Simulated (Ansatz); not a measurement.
BFH5NOSi (`N[SiH2]OBF`), relaxed with RKS PBE-D4/def2-SVP in Ansatz 0.2.0 from a rough embedded geometry. The force threshold is 0.03 eV/Å; the program also tests the step.

Total charge 0; spin multiplicity 1.

Start:

```xyz
10

N    -0.341    1.113   -1.098
Si   -0.441   -0.513   -0.538
O     1.006   -0.907    0.288
B     0.955   -0.227    1.650
F     0.394   -0.832    2.750
H    -1.200    1.365   -1.674
H     0.469    1.209   -1.750
H    -0.576   -1.414   -1.648
H    -1.666   -0.667    0.346
H     1.401    0.873    1.674
```

Problem. How much energy does the relaxation release, and in how many steps? (Estimate.)

Solution. The calculation gave: 24.47 kcal/mol, in 17 steps, 1 of them rejected.

Problem. Which bonds change most? (Best estimate.)

Solution. Ansatz gave: O3–B4 from 1.523 to 1.349 Å; Si2–H8 from 1.436 to 1.497 Å; N1–H6 from 1.064 to 1.023 Å; B4–F5 from 1.376 to 1.344 Å.

Problem. Give the relaxed structure. (Best estimate.)

Solution. Computed: 
```xyz
10

N    -0.762    0.888   -1.697
Si   -0.452   -0.386   -0.579
O     0.813   -0.018    0.516
B     1.084   -0.273    1.812
F     0.256   -1.030    2.552
H    -1.269    1.722   -1.392
H    -0.067    1.127   -2.408
H     0.022   -1.580   -1.348
H    -1.708   -0.626    0.202
H     2.083    0.177    2.342
```
